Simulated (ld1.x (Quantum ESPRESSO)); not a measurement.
**Plane-wave convergence, TM potential for Ga**

| Quantity | Value |
| --- | --- |
| Element | Ga |
| Generator | ld1.x (Quantum ESPRESSO) 7.5 |
| Type | norm-conserving Troullier–Martins (Kleinman–Bylander form) |
| Functional | Wu–Cohen |
| Relativity | scalar-relativistic |
| Frozen core | [Ne] |
| Valence charge | 21 |
| Reference configuration | 3s2 3p6 3d10 4s2 4p1 |
| Partial waves | 3p (bound): rc 0.85 bohr; 3d (bound): rc 1.05 bohr; 3s (bound): rc 0.95 bohr |
| Local potential | the s channel |
| Core correction | a·sin(br)/r model core, default radius (core density twice the valence density) |

Occupied shells without a wave of their own: 4p, 4s. They enter only through the test configuration that unscreens the potential, and ld1.x also counts them in the model core charge.

The pseudo-atom Hamiltonian at the reference potential is diagonalised in spherical Bessel functions j_l(qr) that vanish at 20 bohr, with q² up to the cutoff. All-electron valence levels (Ry): 3p -7.2571, 4p -0.1879, 3d -1.4077, 3s -10.8667, 4s -0.6606.

How do the lowest levels (Ry) of each channel move with the cutoff, and are there ghosts?

```csv
cutoff (Ry),p #1,p #2,p #3,d #1,s #1,s #2,f #1,f #2,Σ f·Δε (mRy)
8,-1.6410,-0.0201,0.0699,0.0492,-8.3221,-0.3972,0.1026,0.2278,54175.6
18,-3.9210,-0.0733,0.0440,0.0484,-10.4433,-0.6323,0.1026,0.2278,35722.1
35,-6.1826,-0.1408,0.0307,0.0466,-10.6518,-0.7086,0.1026,0.2278,21497.1
55,-6.9965,-0.1771,0.0263,0.0151,-10.7425,-0.7111,0.1026,0.2278,16076.7
90,-7.2477,-0.1946,0.0246,-0.5341,-10.8533,-0.7178,0.1026,0.2278,8824.8
140,-7.2551,-0.1956,0.0245,-1.2662,-10.8597,-0.7196,0.1026,0.2278,1441.9
230,-7.2572,-0.1959,0.0245,-1.4071,-10.8665,-0.7199,0.1026,0.2278,6.0
400,-7.2572,-0.1959,0.0245,-1.4076,-10.8667,-0.7199,0.1026,0.2278,0.0
```

Result: no extra level below or beside the all-electron valence levels (p, d, s, f tested); 10 mRy is reached at 230 Ry and 1 mRy at over 300 Ry.

The potential misses its own reference levels by up to 0.8 eV. ld1.x takes every shell without a wave as core, so the model core holds the 4p, 4s electrons as well and exchange and correlation see them twice. This cancels in the reference configuration, but the file is broken for other ones, and its errors say nothing about a proper core correction. 1 of 7 tests not solved or not reliable.
